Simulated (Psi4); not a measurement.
Interaction energy of CH4O ··· C2H6O (SMILES CO and COC). Monomers: optimised at B3LYP-D3(BJ) (def2-TZVP), held rigid. Orientation: lowest of the rigid-body minima from ten starts at GFN2-xTB. Only R, the distance of the centres of mass, is varied, so the lowest point isn't the relaxed dimer.

Method: SAPT0/jun-cc-pVDZ, frozen core (Psi4).

Components in kcal/mol:

```json
[
 {"R / Å": "2.98", "electrostatics": "-31.39", "exchange": "59.12", "induction": "-15.82", "dispersion": "-8.00", "total": "3.91"},
 {"R / Å": "3.15", "electrostatics": "-21.40", "exchange": "34.02", "induction": "-9.34", "dispersion": "-5.55", "total": "-2.28"},
 {"R / Å": "3.39", "electrostatics": "-12.88", "exchange": "15.24", "induction": "-4.45", "dispersion": "-3.37", "total": "-5.47"},
 {"R / Å": "3.58", "electrostatics": "-8.99", "exchange": "7.96", "induction": "-2.51", "dispersion": "-2.31", "total": "-5.86"},
 {"R / Å": "3.80", "electrostatics": "-6.23", "exchange": "3.70", "induction": "-1.33", "dispersion": "-1.53", "total": "-5.39"},
 {"R / Å": "4.02", "electrostatics": "-4.50", "exchange": "1.70", "induction": "-0.73", "dispersion": "-1.04", "total": "-4.56"},
 {"R / Å": "4.25", "electrostatics": "-3.32", "exchange": "0.75", "induction": "-0.40", "dispersion": "-0.71", "total": "-3.68"},
 {"R / Å": "4.57", "electrostatics": "-2.29", "exchange": "0.23", "induction": "-0.19", "dispersion": "-0.43", "total": "-2.68"},
 {"R / Å": "5.10", "electrostatics": "-1.38", "exchange": "0.03", "induction": "-0.07", "dispersion": "-0.20", "total": "-1.62"},
 {"R / Å": "5.79", "electrostatics": "-0.80", "exchange": "0.00", "induction": "-0.02", "dispersion": "-0.09", "total": "-0.91"},
 {"R / Å": "6.80", "electrostatics": "-0.41", "exchange": "0.00", "induction": "-0.01", "dispersion": "-0.03", "total": "-0.45"},
 {"R / Å": "8.12", "electrostatics": "-0.20", "exchange": "0.00", "induction": "0.00", "dispersion": "-0.01", "total": "-0.22"}
]
```
